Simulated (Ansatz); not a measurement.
Reactions of C5H6Se (`Cc1ccc[se]1`).

Gas-phase electronic energies from Ansatz, PBE0-D4/def2-TZVP geometries. CCSD(T)/CBS is the MP2 limit (def2-TZVPP, def2-QZVPP) plus CCSD(T) − MP2 in def2-TZVPP, frozen cores. This one scheme is used for every species, atoms too. For atomizations the MP2-based limit and the directly extrapolated one differ by several kJ/mol either way, and by 10 to 25 for some Ge, Se and Sn compounds, so smaller differences from it don't rank the levels. DFT in def2-TZVPP. B3LYP here is the variant with VWN-RPA as its local correlation; programs differ in this. No spin–orbit coupling; open shells (•) take unrestricted orbitals. Spin–orbit coupling would lower the free atoms: a little for C; clearly for Se. Bonds to Se are less sure, by a few kJ/mol each and by 10 to 20 or more in all where they break to atoms, as the def2 sets lack core-valence functions. Scalar relativity is left out up to krypton. Each species was taken in one conformer, which may not be the lowest.

```csv
reaction,MP2/CBS(def2) (kJ/mol),B3LYP-D4 (kJ/mol),r2SCAN-D4 (kJ/mol),PBE0-D4 (kJ/mol),CCSD(T)/CBS(def2) (kJ/mol)
`Cc1ccc[se]1` + `OCCCF` → `COCCCF` + `c1cc[se]c1`,55,44,46,49,49
`Cc1ccc[se]1` + H₂ → `c1cc[se]c1` + CH₄,-52,-59,-58,-57,-57
`Cc1ccc[se]1` + `O[Si](F)(F)F` → `CO[Si](F)(F)F` + `c1cc[se]c1`,75,59,65,66,67
`Cc1ccc[se]1` → 5 C• + 6 H• + Se•,5316,5184,5224,5264,5180
`Cc1ccc[se]1` → `[CH2]` (triplet) + `c1cc[se]c1`,461,440,424,445,446
`Cc1ccc[se]1` + H–F → `Fc1ccc[se]1` + CH₄,84,51,47,57,70
```

Largest T1 diagnostic: 0.012, for `Fc1ccc[se]1`.
